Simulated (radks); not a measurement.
Nb4+, configuration [Ar] 3d10 4s2 4p4 4d1 5s2 (not the ground configuration). Method: scalar-relativistic Kohn-Sham, r2SCAN, spin-polarised, spherical densities, finite nucleus; open shells are filled with parallel spins first (spin-orbit coupling, left out, can overturn this in heavy ions); meta-GGA in the generalised Kohn-Sham scheme; Fermi nuclear charge, rms radius 4.324 fm; computed with a radial shooting solver on a logarithmic mesh with Libxc functionals.

Local quantities along the radius. ELF = 1/(1 + alpha^2) is the electron localisation function; alpha = (tau - tau_W)/tau_unif compares the Pauli kinetic energy density with that of the uniform gas (summed over spins); -r V(r) is the screened charge that the Kohn-Sham potential of spin up presents (atomic units); r v_xc is r times the local exchange-correlation potential of spin up (hartree bohr, multiplicative part alone). tau is taken from the large components.

r (bohr)    ELF    alpha  -r V(r)   r v_xc
0.00186   1.000  0.02130    40.70  -0.1175
0.002461  1.000  0.02206    40.59  -0.1400
0.003256  0.999  0.02357    40.45  -0.1692
0.004274  0.999  0.02607    40.26  -0.2049
0.005656  0.999  0.03024    40.01  -0.2500
0.007483  0.999  0.03715    39.68  -0.3043
0.009901  0.998  0.04906    39.25  -0.3676
0.013     0.995  0.07016    38.71  -0.4365
0.0172    0.987   0.1136    38.00  -0.5137
0.02275   0.958   0.2104    37.12  -0.5968
0.0301    0.835   0.4438    36.02  -0.6648
0.03983   0.522   0.9563    34.53  -0.5791
0.05228   0.310    1.492    32.93  -0.6221
0.06917   0.405    1.212    31.02  -0.7349
0.09153   0.678   0.6894    28.88  -0.9723
0.1211    0.775   0.5394    26.33   -1.058
0.159     0.593   0.8278    23.56   -1.028
0.2103    0.282    1.597    20.51  -0.9733
0.2783    0.465    1.072    17.56   -1.203
0.3682    0.754   0.5710    14.67   -1.431
0.4833    0.736   0.5994    12.08   -1.380
0.6395    0.352    1.357    9.708  -0.9642
0.8461    0.272    1.637    8.255   -1.064
1.119     0.688   0.6735    7.154   -1.235
1.469     0.470    1.063    6.198   -1.148
1.944     0.177    2.154    5.329  -0.8387
2.572     0.578   0.8545    5.114  -0.9529
3.404     0.921   0.2932    4.778  -0.7502
4.468     0.943   0.2461    4.115  -0.1133
5.911     0.678   0.6895    1.789    2.211

On this mesh the ELF has minima near r = 0.052, 0.21, 0.74, 1.9 bohr, which separate the shells, and maxima near 0.12 (0.77), 0.42 (0.78), 1.1 (0.69), 3.9 (0.95).
